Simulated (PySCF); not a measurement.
## Calculated data, FH3NOSi, BH3NOSi, BFH4NSi, FH3NSi

All values are calculated (PySCF 2.14.0). Calculation on a computer-drawn molecule: the log of a Hartree-Fock and frozen-core CCSD(T) single point meant for a local Hartree-Fock minimum, with one planted fault or none, to be diagnosed. Offsets are logged minus clean, where the clean run is the same molecule without the fault. The reference is restricted for singlets and unrestricted otherwise, and also for a bond in bohr or an excited solution. Adding or removing an electron swaps singlet and doublet. The excited solution moves the top pair (singlet) or top alpha electron (doublet) to the lowest empty orbital. Highest occupied and lowest empty are orbital energies over both spins, largest force is the largest gradient component, triples share is (T) over the correlation energy, the T1 limit is 0.02 restricted and 0.045 unrestricted, electrons count all cores, a negative frequency is imaginary (commonest isotopes), and the dipole is about the centre of nuclear charge.

Common to all runs: meant multiplicity 1; logged SCF converged yes; possible faults no fault, one electron removed, one electron added, multiplicity raised by two, geometry at a saddle point, SCF held on an excited solution, minimal basis STO-3G, one bond length entered in bohr, all coordinates scaled.

(1) FH3NOSi

Logged structure:
```xyz
7
FH3NOSi
N     -0.9251     0.3895     0.3449
Si    -2.3025     1.5222     0.6433
O     -3.5948     0.8752    -0.3218
F     -2.8046     0.7480     2.0668
H     -0.3757     0.6326    -0.4589
H     -1.1594    -0.5884     0.2810
H     -3.8962     0.0450     0.0141
```

```
meant charge                         : -1
meant basis                          : aug-cc-pV(D+d)Z
logged electrons                     : 41
logged basis functions               : 128
logged spin squared                  : 0.7532
logged highest occupied              : -11.327 eV
logged lowest empty                  : -0.47867 eV
logged largest force                 : 0.12501 hartree/bohr
logged T1 diagnostic                 : 0.017416
logged D1 diagnostic                 : 0.069216
logged triples share                 : 0.029066
logged CC converged                  : yes
logged dipole magnitude              : 1.939 debye
logged SCF stable within its kind    : yes
logged energy HF                     : -519.54301 hartree
logged energy CCSD(T)                : -520.25831 hartree
planted fault                        : one electron removed
HF energy offset from clean run      : 29.3 kcal/mol
CCSD(T) energy offset from clean run : 52.4 kcal/mol
```

Drawn bonds:
```tsv
atom	other atom	order
1	2	1
2	3	1
2	4	1
1	5	1
1	6	1
3	7	1
```

(2) BH3NOSi

Logged structure:
```xyz
7
BH3NOSi
N     -0.5758     2.0576     1.3531
Si    -0.3971     0.4546     1.5670
B      0.4748    -0.5907     0.1124
O      0.9899    -1.1936    -0.7519
H     -0.2751     2.5617     0.5328
H     -1.0052     2.6640     2.0357
H     -0.8795    -0.1422     2.8045
```

```
meant charge                         : 1
meant basis                          : cc-pV(D+d)Z
logged electrons                     : 37
logged basis functions               : 80
logged spin squared                  : 0.7684
logged highest occupied              : -6.9309 eV
logged lowest empty                  : 1.9209 eV
logged largest force                 : 0.063263 hartree/bohr
logged T1 diagnostic                 : 0.018765
logged D1 diagnostic                 : 0.059525
logged triples share                 : 0.03048
logged CC converged                  : yes
logged dipole magnitude              : 5.2471 debye
logged SCF stable within its kind    : yes
logged energy HF                     : -444.70629 hartree
logged energy CCSD(T)                : -445.26213 hartree
planted fault                        : one electron added
HF energy offset from clean run      : -143.6 kcal/mol
CCSD(T) energy offset from clean run : -144.7 kcal/mol
```

Drawn bonds:
```tsv
atom	other atom	order
1	2	1
2	3	1
3	4	2
1	5	1
1	6	1
2	7	1
```

(3) BH3NOSi

Structure as in entry 2.

```
meant charge                      : 1
meant basis                       : cc-pV(D+d)Z
logged electrons                  : 36
logged basis functions            : 80
logged spin squared               : 0
logged highest occupied           : -10.759 eV
logged lowest empty               : -13.892 eV
logged largest force              : 0.27786 hartree/bohr
logged CC converged               : no
logged dipole magnitude           : 9.6999 debye
logged SCF stable within its kind : no
logged energy HF                  : -443.87769 hartree
planted fault                     : SCF held on an excited solution
HF energy offset from clean run   : 376.3 kcal/mol
```

Drawn bonds:
```tsv
atom	other atom	order
1	2	1
2	3	1
3	4	2
1	5	1
1	6	1
2	7	1
```

Notes: CCSD not converged.

(4) BH3NOSi

Structure as in entry 2.

```
meant charge                         : 1
meant basis                          : cc-pV(D+d)Z
logged electrons                     : 36
logged basis functions               : 27
logged spin squared                  : 0
logged highest occupied              : -16.91 eV
logged lowest empty                  : -2.087 eV
logged largest force                 : 0.022341 hartree/bohr
logged T1 diagnostic                 : 0.027973
logged D1 diagnostic                 : 0.1051
logged triples share                 : 0.039218
logged CC converged                  : yes
logged dipole magnitude              : 5.3657 debye
logged SCF stable within its kind    : yes
logged energy HF                     : -439.17987 hartree
logged energy CCSD(T)                : -439.43986 hartree
planted fault                        : minimal basis STO-3G
HF energy offset from clean run      : 3324 kcal/mol
CCSD(T) energy offset from clean run : 3509 kcal/mol
```

Drawn bonds:
```tsv
atom	other atom	order
1	2	1
2	3	1
3	4	2
1	5	1
1	6	1
2	7	1
```

Notes: T1 above single-reference limit.

(5) BFH4NSi

Logged structure:
```xyz
8
BFH4NSi
N     -3.1178    -1.1163    -0.8274
Si    -2.2936     0.2969    -0.8962
B     -1.3357     1.0181     0.8052
F     -0.7213     2.1522     0.6445
H     -3.6034    -1.5218    -1.6116
H     -3.2005    -1.6837     0.0004
H     -2.3171     0.9380    -2.2107
H     -1.3625     0.4218     1.8315
```

```
meant charge                         : 1
meant basis                          : cc-pV(D+d)Z
logged electrons                     : 39
logged basis functions               : 85
logged spin squared                  : 0.7645
logged highest occupied              : -6.3805 eV
logged lowest empty                  : 2.0039 eV
logged largest force                 : 0.047246 hartree/bohr
logged T1 diagnostic                 : 0.016972
logged D1 diagnostic                 : 0.061247
logged triples share                 : 0.024156
logged CC converged                  : yes
logged dipole magnitude              : 3.1641 debye
logged SCF stable within its kind    : yes
logged energy HF                     : -469.85665 hartree
logged energy CCSD(T)                : -470.43253 hartree
planted fault                        : one electron added
HF energy offset from clean run      : -132.3 kcal/mol
CCSD(T) energy offset from clean run : -138.7 kcal/mol
```

Drawn bonds:
```tsv
atom	other atom	order
1	2	1
2	3	1
3	4	1
1	5	1
1	6	1
2	7	1
3	8	1
```

(6) FH3NSi

Logged structure:
```xyz
6
FH3NSi
N      2.0903    -1.4045     1.4429
Si     0.9732    -0.8593     0.0530
F      2.1510    -0.3807    -1.1712
H      2.9128    -0.8062     1.6419
H      2.4094    -2.3847     1.3759
H      0.7308     0.6141     0.6050
```

```
meant charge                         : -1
meant basis                          : aug-cc-pV(D+d)Z
logged electrons                     : 34
logged basis functions               : 105
logged spin squared                  : 0
logged highest occupied              : -2.2717 eV
logged lowest empty                  : 4.1161 eV
logged largest force                 : 0.025791 hartree/bohr
logged T1 diagnostic                 : 0.016084
logged D1 diagnostic                 : 0.036642
logged triples share                 : 0.030027
logged CC converged                  : yes
logged dipole magnitude              : 3.0837 debye
logged SCF stable within its kind    : yes
logged energy HF                     : -444.64747 hartree
logged energy CCSD(T)                : -445.20319 hartree
planted fault                        : all coordinates scaled, by +3.1 %
HF energy offset from clean run      : 2.644 kcal/mol
CCSD(T) energy offset from clean run : -0.3665 kcal/mol
```

Drawn bonds:
```tsv
atom	other atom	order
1	2	1
2	3	1
1	4	1
1	5	1
2	6	1
```

(7) FH3NSi

Logged structure:
```xyz
6
FH3NSi
N      2.0274    -1.3622     1.3995
Si     0.9440    -0.8334     0.0514
F      2.0863    -0.3692    -1.1359
H      2.8252    -0.7820     1.5926
H      2.3370    -2.3130     1.3345
H      0.4997     1.8671     1.0632
```

```
meant charge                      : -1
meant basis                       : aug-cc-pV(D+d)Z
logged electrons                  : 34
logged basis functions            : 105
logged spin squared               : 0.3657
logged highest occupied           : -1.4152 eV
logged lowest empty               : 3.7761 eV
logged largest force              : 0.014634 hartree/bohr
logged T1 diagnostic              : 0.051683
logged D1 diagnostic              : 0.21883
logged triples share              : 0.032119
logged CC converged               : yes
logged dipole magnitude           : 7.972 debye
logged SCF stable within its kind : yes
logged energy HF                  : -444.57496 hartree
logged energy CCSD(T)             : -445.13116 hartree
planted fault                     : ?
```

Drawn bonds:
```tsv
atom	other atom	order
1	2	1
2	3	1
1	4	1
1	5	1
2	6	1
```

Notes: T1 above single-reference limit.

(8) FH3NSi

Logged structure:
```xyz
6
FH3NSi
N      2.0274    -1.3622     1.3995
Si     0.9440    -0.8334     0.0514
F      2.0863    -0.3692    -1.1359
H      2.8252    -0.7820     1.5926
H      2.3370    -2.3130     1.3345
H      0.7089     0.5956     0.5868
```

```
meant charge                      : -1
meant basis                       : aug-cc-pV(D+d)Z
logged electrons                  : 34
logged basis functions            : 22
logged spin squared               : 0
logged highest occupied           : 2.9083 eV
logged lowest empty               : 21.614 eV
logged largest force              : 0.035371 hartree/bohr
logged T1 diagnostic              : 0.0087776
logged D1 diagnostic              : 0.026792
logged triples share              : 0.016449
logged CC converged               : yes
logged dipole magnitude           : 2.0177 debye
logged SCF stable within its kind : yes
logged energy HF                  : -438.94489 hartree
logged energy CCSD(T)             : -439.05544 hartree
planted fault                     : ?
```

Drawn bonds:
```tsv
atom	other atom	order
1	2	1
2	3	1
1	4	1
1	5	1
2	6	1
```

Notes: highest electron not bound in this basis.

Questions
1. Which fault was planted in the run of FH3NSi (entry 7)?
2. Give the missing planted fault for FH3NSi (entry 8).

## Answers
1. one bond length entered in bohr, row 5 of the drawn bonds
2. minimal basis STO-3G

Further results for FH3NSi (entry 7):

```
HF energy offset from clean run      : 48.14 kcal/mol
CCSD(T) energy offset from clean run : 44.84 kcal/mol
```

Further results for FH3NSi (entry 8):

```
HF energy offset from clean run      : 3581 kcal/mol
CCSD(T) energy offset from clean run : 3857 kcal/mol
```
